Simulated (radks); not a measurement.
The numbers below are computed, except where a source is named.
Problem. Orbital eigenvalues (eV) of the bismuth ion Bi6+, [Xe] 4f14 5d9, of relativity; Dirac values are averaged over j with weights 2j + 1. Spin-unpolarised spherical Kohn-Sham, PBE, point nucleus unless stated (finite: rms radius 5.5211 fm), a radial shooting solver on a logarithmic mesh with Libxc functionals. A level marked "c x" has the speed of light scaled by that factor and shares open shells by 2j + 1; other Dirac levels either fill j = l - 1/2 first or share by 2j + 1.

shell       non-rel.
3s           -3356.7
3p           -3118.1
3d           -2672.7
4s           -810.61
4p           -705.27
4d           -510.57
4f           -246.03
5s           -196.57
5p           -160.26
5d           -99.946
6s (empty)   -68.559
6p (empty)   -58.045

Give the values at the level "Dirac, c x 5".

Solution. 
shell       Dirac, c x 5  change of magnitude (%)
3s               -3377.2                    +0.61
3p               -3126.4                    +0.27
3d               -2672.1                    -0.02
4s               -815.81                    +0.64
4p               -707.25                    +0.28
4d               -510.35                    -0.04
4f               -245.29                    -0.30
5s               -197.65                    +0.55
5p               -160.60                    +0.21
5d               -99.876                    -0.07
6s (empty)       -68.794                    +0.34
6p (empty)       -58.122                    +0.13
